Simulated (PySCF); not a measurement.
**Two-photon absorption: 2,3'-bithiophene, C8H6S2**

Molfile (atoms numbered from 1):
```
C8H6S2
     RDKit          3D

 16 17  0  0  0  0  0  0  0  0999 V2000
   -2.7621   -0.7284    0.0945 C   0  0  0  0  0  0  0  0  0  0  0  0
   -2.9640    0.5594   -0.3286 C   0  0  0  0  0  0  0  0  0  0  0  0
   -1.4799    1.3964   -0.5243 S   0  0  0  0  0  0  0  0  0  0  0  0
   -0.5516    0.0162   -0.0358 C   0  0  0  0  0  0  0  0  0  0  0  0
    0.9044    0.0797    0.0155 C   0  0  0  0  0  0  0  0  0  0  0  0
    1.6777    1.2409   -0.3136 C   0  0  0  0  0  0  0  0  0  0  0  0
    3.0234    1.0418   -0.1843 C   0  0  0  0  0  0  0  0  0  0  0  0
    3.3788   -0.5543    0.3378 S   0  0  0  0  0  0  0  0  0  0  0  0
    1.7189   -0.9702    0.3874 C   0  0  0  0  0  0  0  0  0  0  0  0
   -1.3876   -1.0390    0.2617 C   0  0  0  0  0  0  0  0  0  0  0  0
   -3.5742   -1.4326    0.2807 H   0  0  0  0  0  0  0  0  0  0  0  0
   -3.9071    1.0628   -0.5364 H   0  0  0  0  0  0  0  0  0  0  0  0
    1.2421    2.1888   -0.6345 H   0  0  0  0  0  0  0  0  0  0  0  0
    3.8268    1.7532   -0.3696 H   0  0  0  0  0  0  0  0  0  0  0  0
    1.4183   -1.9721    0.6891 H   0  0  0  0  0  0  0  0  0  0  0  0
   -1.0220   -2.0119    0.5923 H   0  0  0  0  0  0  0  0  0  0  0  0
  1  2  2  0
  2  3  1  0
  3  4  1  0
  4  5  1  0
  5  6  1  0
  6  7  2  0
  7  8  1  0
  8  9  1  0
  4 10  2  0
 10  1  1  0
  9  5  2  0
  1 11  1  0
  2 12  1  0
  6 13  1  0
  7 14  1  0
  9 15  1  0
 10 16  1  0
M  END
```

The calculation used PySCF, TDDFT CAM-B3LYP/aug-cc-pVDZ excited states, vertical, gas phase. Geometry: PBE0-D3(BJ)/def2-SVP.

(1) Give the one- and two-photon strengths of the lowest singlets.

Results:

(1) δ for parallel linear polarisation; σ at the peak of a Lorentzian of half width 0.1 eV, single beam; Ω is circular over linear.
| state | E (eV) | f | photon λ (nm) | δ (au) | σ (GM) | Ω | main |
| --- | --- | --- | --- | --- | --- | --- | --- |
| S1 | 4.44 | 0.365 | 558 | 8.41 | 0.06 | 1.19 | HOMO→LUMO 0.95 |
| S2 | 5.16 | 0.011 | 481 | 730 | 7.12 | 0.96 | HOMO→LUMO+4 0.75, HOMO−1→LUMO 0.19 |
| S3 | 5.35 | 0.000 | 464 | 11.1 | 0.12 | 1.50 | HOMO→LUMO+1 0.84 |
| S4 | 5.49 | 0.031 | 452 | 3.82 | 0.04 | 1.48 | HOMO−1→LUMO 0.64, HOMO→LUMO+4 0.17 |
| S5 | 5.57 | 0.124 | 445 | 157 | 1.79 | 0.49 | HOMO−2→LUMO 0.67 |
| S6 | 5.61 | 0.001 | 442 | 60.1 | 0.69 | 1.50 | HOMO→LUMO+3 0.43, HOMO→LUMO+7 0.20 |

Among these, the strongest one-photon state is S1, the strongest two-photon state S2, with a dipole change of 1.6 D (relaxed, norm of the difference vector).
